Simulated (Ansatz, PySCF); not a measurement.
Process, species as SMILES: [Se]=C=[Se] -> [Se]=C=[Se] as doublet, charge -1 (an electron is taken up)
Each molecule is optimised on its own at B3LYP-D3(BJ)/def2-TZVP (Ansatz, an electronic-structure program).

Quantity: adiabatic electron affinity (electronic energy difference), positive where the reaction releases energy, in eV. Valence correlation only, unless marked. Open shells are spin-unrestricted. Spin-orbit coupling is left out. Frozen are the shells of the preceding noble gas and the d and f shells that filled before the atom's block. Non-relativistic. Anions need diffuse functions: aug- sets have them; def2-D sets add few; the other sets have none. CBS marks a two-point X^-3 extrapolation of the correlation energy; Hartree-Fock from the larger set. [CCSD(T)-MP2]/basis is that difference in the basis named.

```
level                                                                 program  adiabatic electron affinity (eV)
-------------------------------------------------------------  --------------  --------------------------------
PBE-D4/def2-TZVPD                                              Ansatz + dftd4                              0.76
BLYP-D4/def2-TZVPD                                             Ansatz + dftd4                        (withheld)
revPBE-D3(BJ)/def2-TZVPD                                       Ansatz + dftd3                              0.74
r2SCAN/def2-TZVPD                                                       PySCF                              0.82
PBE0-D4/def2-TZVP                                              Ansatz + dftd4                              0.78
PBE0/def2-TZVP                                                         Ansatz                              0.77
HSE06-D4/def2-TZVPD                                            Ansatz + dftd4                              0.87
HSE06/def2-TZVPD                                                       Ansatz                              0.86
CAM-B3LYP-D3(BJ)/def2-TZVPD                                    Ansatz + dftd3                        (withheld)
PBE-QIDH/def2-TZVPD                                                    Ansatz                        (withheld)
SCS-MP2/aug-cc-pVTZ                                                    Ansatz                              0.40
CCSD/cc-pVDZ                                                           Ansatz                        (withheld)
RI-MP2/CBS(aug-cc-pVTZ,aug-cc-pVQZ)+[CCSD(T)-MP2]/aug-cc-pVTZ          Ansatz                              0.84
```

Task: Fill in the missing entries.

Result: 
- BLYP-D4/def2-TZVPD, adiabatic electron affinity (eV): 0.68
- CAM-B3LYP-D3(BJ)/def2-TZVPD, adiabatic electron affinity (eV): 0.97
- PBE-QIDH/def2-TZVPD, adiabatic electron affinity (eV): 0.80
- CCSD/cc-pVDZ, adiabatic electron affinity (eV): 0.19
